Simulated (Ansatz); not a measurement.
CH4Cl2FMoNO, SMILES `C[N]=[Mo]([OH])([F])([Cl])[Cl]`. The species carries charge 0 and has multiplicity 1. Mo takes the def2 core potential.

```xyz
11

C    -1.309    1.296   -0.542
N    -0.538    0.232   -0.044
Mo    0.769   -0.674    0.596
O     0.712   -2.138   -0.520
F     0.013   -0.890    2.262
Cl    2.758   -1.455    1.593
Cl    2.097    1.056   -0.135
H    -1.988    1.671    0.230
H    -0.631    2.103   -0.849
H    -1.896    0.974   -1.409
H     0.014   -2.175   -1.183
```

Q: What are the harmonic wavenumbers in cm⁻¹ at PBE0-D4/def2-TZVP (Ansatz, finite differences of forces, unscaled)? (Best estimate.)

A: Ansatz gave: 45, 77, 125, 131, 169, 201, 222, 275, 331, 403, 444, 449, 517, 665, 687, 748, 825, 1081, 1103, 1353, 1407, 1442, 1451, 3009, 3086, 3104, 3857.

Q: Is this a minimum?

A: Yes, all 27 modes are real.

Q: Give the ideal-gas thermochemistry at 298.15 K and 1 bar (rigid rotor, harmonic oscillator; point group C1, symmetry number 1).

A: Zero-point energy 162.7 kJ/mol; H(298) − E = 191.2 kJ/mol; entropy 421.5 J/(mol·K), of which translation 176.8, rotation 124.4, vibration 120.4; G(298) − E = 65.5 kJ/mol. Modes under 100 cm⁻¹ are hindered rotations or soft bends, so the harmonic entropy is rough.

Q: And at 400, 500, 600, 800 and 1000 K?

A: 
| T (K) | H − E (kJ/mol) | S (J/mol/K) | G − E (kJ/mol) |
| --- | --- | --- | --- |
| 400 | 206.8 | 466.3 | 20.2 |
| 500 | 223.7 | 504.0 | -28.3 |
| 600 | 241.9 | 537.1 | -80.4 |
| 800 | 281.0 | 593.3 | -193.6 |
| 1000 | 322.9 | 640.0 | -317.1 |

Q: Rotational constants (cm⁻¹)?

A: 0.05573, 0.03574, 0.02855.
